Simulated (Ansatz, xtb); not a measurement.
C2H3BeP: which of two isomers lies lower

Structure I: `[BeH][C]#CP`, a singlet. Structure II: `[BeH][C]1=PC1`, a singlet. Both are isolated molecules in the gas phase, relaxed with B3LYP/6-31G*.

I (Å):

```json
{"atom": "C", "x (Å)": "-0.9185", "y (Å)": "-0.6374", "z (Å)": "2.0953"}
{"atom": "C", "x (Å)": "-0.8030", "y (Å)": "0.1696", "z (Å)": "3.0139"}
{"atom": "Be", "x (Å)": "-0.6339", "y (Å)": "1.2144", "z (Å)": "4.2520"}
{"atom": "P", "x (Å)": "-1.1785", "y (Å)": "-1.6450", "z (Å)": "0.6574"}
{"atom": "H", "x (Å)": "-0.4955", "y (Å)": "2.0631", "z (Å)": "5.2605"}
{"atom": "H", "x (Å)": "-1.7282", "y (Å)": "-2.7830", "z (Å)": "1.3139"}
{"atom": "H", "x (Å)": "0.1295", "y (Å)": "-2.2015", "z (Å)": "0.5705"}
```

II (Å):

```yaml
atoms:
  - { symbol: C, position_ang: [-0.7638, -0.1901, 2.4678] }
  - { symbol: C, position_ang: [-0.0611, -1.5152, 2.3950] }
  - { symbol: Be, position_ang: [-2.1795, 0.6468, 2.4798] }
  - { symbol: P, position_ang: [0.8956, 0.0921, 2.5460] }
  - { symbol: H, position_ang: [-3.2946, 1.3669, 2.4938] }
  - { symbol: H, position_ang: [-0.1072, -2.1810, 3.2582] }
  - { symbol: H, position_ang: [-0.0437, -2.0480, 1.4431] }
```

Quicker runs give these differences E(II) − E(I): GFN2-xTB +19.3 kJ/mol; HF/STO-3G +79.0 kJ/mol (at GFN2-xTB geometries); r2SCAN-D4/def2-SVP +4.1 kJ/mol (at GFN2-xTB geometries).

**Question.** Estimate E(II) − E(I) at the level CCSD(T)/def2-TZVPP.

**Answer.** Calculated at CCSD(T)/def2-TZVPP: E(II) − E(I) = +21.8 kJ/mol, so structure I lies lower.

The same difference at several levels:

```json
{"level": "GFN2-xTB", "geometry": "GFN2-xTB", "E(II) − E(I) (kJ/mol)": "+19.3", "departure from the last row (kJ/mol)": "−2.5", "job, with rough time for the two": "optimisation, 3.1 s"}
{"level": "HF/STO-3G", "geometry": "GFN2-xTB", "E(II) − E(I) (kJ/mol)": "+79.0", "departure from the last row (kJ/mol)": "+57.2", "job, with rough time for the two": "single point, 1.5 s"}
{"level": "r2SCAN-D4/def2-SVP", "geometry": "GFN2-xTB", "E(II) − E(I) (kJ/mol)": "+4.1", "departure from the last row (kJ/mol)": "−17.7", "job, with rough time for the two": "single point, 7.5 s"}
{"level": "B3LYP/6-31G*", "geometry": "B3LYP/6-31G*", "E(II) − E(I) (kJ/mol)": "+18.2", "departure from the last row (kJ/mol)": "−3.6", "job, with rough time for the two": "optimisation, 82 s"}
{"level": "HF/def2-TZVPP", "geometry": "B3LYP/6-31G*", "E(II) − E(I) (kJ/mol)": "+74.5", "departure from the last row (kJ/mol)": "+52.7", "job, with rough time for the two": "part of the CCSD(T) run"}
{"level": "MP2/def2-TZVPP", "geometry": "B3LYP/6-31G*", "E(II) − E(I) (kJ/mol)": "+14.5", "departure from the last row (kJ/mol)": "−7.3", "job, with rough time for the two": "part of the CCSD(T) run"}
{"level": "CCSD(T)/def2-TZVPP", "geometry": "B3LYP/6-31G*", "E(II) − E(I) (kJ/mol)": "+21.8", "departure from the last row (kJ/mol)": "", "job, with rough time for the two": "single point, 81 s"}
```

As drawn, II has 1 C=P, 1 C–C, 2 C–H in place of 1 C≡C, 2 P–H. Structure I has no ring, II a 3-membered ring.

The levels shown agree on the order. The largest departure from CCSD(T)/def2-TZVPP is that of HF/STO-3G, 57.2 kJ/mol.

With harmonic frequencies from B3LYP/6-31G* (ideal gas, rigid rotor, one conformer each, 600 K, 1 atm): on the last row, ΔE + ΔZPE = +35.3, ΔH = +31.1, ΔG = +39.0 kJ/mol.

The correlated steps freeze 7 core orbitals; the last core shell of Be is correlated, in a basis made for valence electrons. Codes used: Ansatz 0.2.0, xtb 6.7.1; the last row on 2 threads of Intel(R) Xeon(R) Processor @ 2.50GHz (Skylake/Cascade Lake) on a shared host.
